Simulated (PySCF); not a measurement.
The numbers are results of TPSSh-D3(BJ)/def2-TZVP // PBE0-D3(BJ)/def2-TZVP in PySCF, not measurements. Gas-phase values, no solvent. One relaxed conformer stands for a flexible species; it need not be the lowest. Delta-SCF ions had no search for a lower state. Excitations are Tamm–Dancoff values on a coarser integration grid. The basis has no diffuse functions, so Rydberg states are missing or too high.

Reference species (SMILES): `IB(I)I` (neutral, multiplicity 1).

| Property | Value |
|---|---|
| S1 oscillator strength | 0.000 |
| LUMO | -2.88 eV |
| vertical ionisation energy (Delta-SCF) | 8.96 eV |
| S1–T1 gap (TDA) | 0.15 eV |

Changed species: `SB(S)S` (3 of 3 I replaced by SH; the reference has 0 of 3 I replaced by SH).

### Question
Predict the effect on the S1 oscillator strength, LUMO, vertical ionisation energy (Delta-SCF) and S1–T1 gap (TDA).

### Answer
the S1 oscillator strength hardly moves; the LUMO rises by 1.75 eV, to -1.13 eV; the vertical ionisation energy (Delta-SCF) rises by 0.42 eV, to 9.38 eV; the S1–T1 gap (TDA) goes up by 0.47 eV, to 0.62 eV.
